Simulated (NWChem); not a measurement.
Molecule: C2H7NOSi; SMILES C=C[SiH](N)O

```xyz
12

Si    -0.0665    -0.5306     0.4319
N      1.5750    -0.5281    -0.1626
O     -0.9816    -1.5798    -0.5170
C     -0.6333     1.2591     0.3548
C     -0.0562     2.1876    -0.4361
H     -0.3054    -1.0779     1.8109
H      2.2122     0.1920     0.1890
H      2.0664    -1.4236    -0.2319
H     -0.9708    -1.3390    -1.4609
H     -1.5011     1.5648     0.9699
H      0.8064     1.9347    -1.0780
H     -0.4128     3.2318    -0.4841
```
Atoms are numbered in this order, from 1.

Results from NWChem. The geometry was optimised at PBE-D3(BJ)/def2-SVP. Not confirmed as a minimum by frequencies. Level B3LYP/def2-SVP: energy and gradient on several grids; changes count from the extra-fine grid, which is no exact limit either.

```csv
grid,size of the energy change (μHa),largest change of a gradient component (μHa/bohr),"time, medium = 1 (rough)"
xcoarse,200,5000,about 1
coarse,40,100,about 1
medium,< 10,70,about 1
fine,< 10,< 30,about 1
xfine,< 10,< 30,3
```
